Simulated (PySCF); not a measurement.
CH7FO2Si2, SMILES O[Si](O)(F)C[SiH3]. Atoms are numbered in the order given.

```xyz
13

O      1.6181     1.2772     1.0886
Si     0.6483     0.4838    -0.0153
O      1.2591    -1.0480    -0.2027
F      0.7497     1.3239    -1.4235
C     -1.1449     0.3128     0.4432
Si    -1.8920    -1.3972     0.0820
H      1.6195     2.2476     1.0237
H      2.2266    -1.1132    -0.2791
H     -1.2607     0.5199     1.5281
H     -1.7302     1.0824    -0.1025
H     -1.2758    -2.4424     0.9656
H     -3.3740    -1.3599     0.3545
H     -1.6896    -1.7710    -1.3592
```
Charge 0, spin multiplicity 1.

Geometry optimised at PBE-D3(BJ)/def2-SVP. This is a generated structure with no PubChem entry under its InChIKey; it may be hypothetical. The values are those of a single conformer.

Method: PBE/def2-TZVP (PySCF).

Isolated molecule, no solvent.

Q: Estimate the frontier levels, gap, dipole moment and polarisability. (The exact figures need the calculation; the answer reports its results.)

A: 
```yaml
highest_occupied_level: -7.41 eV
lowest_empty_level: -0.60 eV
orbital_gap: 6.81 eV
dipole_moment: 1.71 D
quadrupole, principal values (traceless, Buckingham form, about the centre of nuclear charge): -7.81, 0.59, 7.22 D·Å
mean_static_polarisability: 71.3 bohr³ (10.57 Å³)
polarisability_principal_values: 62.2, 67.7, 84.1 bohr³
```
